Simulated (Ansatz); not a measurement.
Program: Ansatz. Geometries: PBE0-D4/def2-TZVP. ΔE: electronic, gas phase. CCSD(T)/CBS adds triple-zeta CCSD(T) − MP2 to the extrapolated MP2 energy (def2 sets, frozen cores). This one scheme is used for every species. For Ge outer-core shells are correlated without core-valence functions, which leaves a few kJ/mol of doubt a bond. Scalar relativity is left out up to krypton. Each species was taken in one conformer, which may not be the lowest.

Consider the formal hydrolysis of a Ge–F bond: `[F][GeH2][CH2][SiH3]` + H₂O → `[OH][GeH2][CH2][SiH3]` + H–F.

```tsv
level	ΔE (kJ/mol)
HF/def2-TZVPP	46.1
MP2/def2-TZVPP	30.9
SCS-MP2/def2-TZVPP	34.5
CCSD(T)/def2-TZVPP	33.0
```

Q: What does CCSD(T)/CBS give? (Best estimate.)

A: Computed: +34.2 kJ/mol. The listed levels differ from it by 11.9, -3.3, 0.3, -1.2 kJ/mol.

Largest T1 diagnostic among the species: 0.011.

The D4 term adds −3.7 kJ/mol with B3LYP and −2.1 kJ/mol with PBE0; it sums over pairs of atoms, weighted by their polarisabilities, and B3LYP, whose exchange is more repulsive, gets the larger term. In def2-TZVPP, CCSD(T) changes the Hartree–Fock value by −13.1 kJ/mol (the triples alone add −1.8 kJ/mol) and MP2 by −15.2 kJ/mol.

B3LYP here is the variant with VWN-RPA as its local correlation; programs differ in this.
